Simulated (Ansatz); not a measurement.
The same path of CH5AlSe (8 atoms, charge 0, multiplicity 1) was run twice with different band settings. The coordinate that changes most is the dihedral H6–C1–Se2–Al3.

Theory: Ansatz 0.2.0, RKS BLYP/def2-SVP.

Relaxed end points:

```xyz
8
Properties=species:S:1:pos:R:3
C -0.501 1.209 -0.700
Se -0.616 0.445 1.157
Al 0.629 -1.509 0.901
H -0.026 2.204 -0.630
H -1.530 1.308 -1.091
H 0.093 0.553 -1.361
H 1.265 -1.840 -0.523
H 0.780 -2.427 2.192
```

```xyz
8
Properties=species:S:1:pos:R:3
C -0.601 1.120 -0.767
Se -1.108 0.005 0.828
Al 0.735 -1.416 0.973
H 0.390 0.826 -1.156
H -0.583 2.178 -0.449
H -1.372 0.973 -1.545
H 1.915 -1.257 -0.087
H 0.715 -2.487 2.148
```

Common settings: movable images 7; climbing image yes; optimiser quadratic models (default); start path through a guess of the saddle point; force threshold 0.03 eV/Å; iteration limit 60; end points relaxed.

| run | spring |
| --- | --- |
| 1 | 5.0 eV/Å² |
| 2 | 0.5 eV/Å² |

**Question.** What does each run give, and how far can it be trusted?

**Answer.** Run 1: converged after 13 iterations, highest image 0.010 eV above the first end. A vibrational analysis at the climbing image gives one clearly imaginary mode, 61i cm⁻¹: a first-order saddle point.
Run 2: converged after 16 iterations, highest image 0.010 eV above the first end. Another band between the same ends (7 images) ends at a top of the same energy, where a vibrational analysis finds 1 clearly imaginary mode.
